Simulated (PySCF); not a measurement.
Al(Me)3(OMe2), C5H15AlO, singlet at its GFN2-xTB optimised geometry (Å):

```
22

Al    -0.2563    -1.2878     0.0000
C      1.7584    -1.2878     0.0000
H      2.2378    -0.4555    -0.5282
H      2.1129    -2.1933    -0.5030
H      2.2125    -1.3180     0.9971
C     -1.1615    -1.7936    -1.7215
H     -0.7746    -1.3060    -2.6237
H     -2.2508    -1.6750    -1.7455
H     -0.9870    -2.8642    -1.8767
C     -1.1994    -1.7664     1.7142
H     -0.7644    -1.3530     2.6315
H     -1.1946    -2.8515     1.8553
H     -2.2572    -1.4780     1.7239
C     -1.4259     1.4526    -0.8246
O     -0.5942     0.6733     0.0000
C      0.0158     1.4019     1.0378
H     -0.8524     2.2447    -1.3168
H     -1.8394     0.7804    -1.5713
H     -2.2378     1.9028    -0.2446
H     -0.7353     1.8431     1.6997
H      0.6551     2.1933     0.6344
H      0.6209     0.6879     1.5933
```

Level of theory: PBE0/def2-SVP run with PySCF. Cells within 0.4 Å of a nucleus heavier than hydrogen are left out (blank, or x).

Map of the log10 of the electron density (e/bohr³), floored at −4 on the plane z = 0.0 Å:

```
|00000000000000000000000000000|
|00000000000000000000000000000|
|00000000000000000000000000000|
|00000011111111111110000000000|
|00001122222222233321000000000|
|00012344443333444432100000000|
|00013455554444455543100000000|
|00023567765555566543200000000|
|00124578776655666543200000000|
|00124567777776666543200000000|
|00023456777888765432210000000|
|000123456689xx865432221100000|
|00001234568xxx875433333210000|
|000011234679x9865444444321000|
|00000123456788765555665432100|
|00000112345666655667776543100|
|00000123345567766777877543200|
|0000012344568x97778xx87643200|
|000012234556xxx8778xx87643200|
|0000122345568x97778xx87543200|
|00001123455667666778877543100|
|00000123345555555667776542100|
|00000112344444444456665432100|
|00000012233443333344554321000|
|00000001122332222233333210000|
|00000000111221111112222100000|
|00000000000110000000000000000|
|00000000000000000000000000000|
|00000000000000000000000000000|
```
Scale: ten equal steps from -4.00 (start of '0') to -0.025 (end of '9'), in the order '0123456789'; x runs from -4.50 to 4.50, y from -4.50 (bottom) to 4.50 (top).
